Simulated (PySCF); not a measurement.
## Levels of Sc²⁺ from EOM-EA-GCCSD

Reference: closed-shell Sc³⁺, [Ar]; one electron is added. Calculated with PySCF 2.14, two-component X2C-1e with screened spin-orbit coupling, x2c-TZVPPall-2c with one added diffuse shell each of s, p, d, f type (7s8p5d3f1g, 86 functions); frozen 1s2; of the others 102 kept and the rest restored at second order. No Breit or QED terms. Binding energies in eV.

```csv
level,Koopmans
3d3/2,23.085
3d5/2,23.063
4s1/2,20.797
4p1/2,16.567
4p3/2,16.510
4d3/2,10.441
```

(1) How does correlation move these levels?

For comparison, the ionisation energy of Sc²⁺ is 24.757 eV (measured; NIST Atomic Spectra Database, ionization energies).

The screened spin-orbit operator tends to give fine-structure splittings of light species too large.

Gaps of this size point to the basis (7s8p5d3f1g), which has few functions of high l to correlate and polarise the inner shells.

The highest levels are limited by the diffuse functions of the basis.

## Answers

(1) 3d3/2: second order 23.977, EOM-CCSD 23.990; 3d5/2: second order 23.951, EOM-CCSD 23.963; 4s1/2: second order 21.405, EOM-CCSD 21.396; 4p1/2: second order 16.985, EOM-CCSD 16.992; 4p3/2: second order 16.923, EOM-CCSD 16.930; 4d3/2: second order 10.640, EOM-CCSD 10.664.
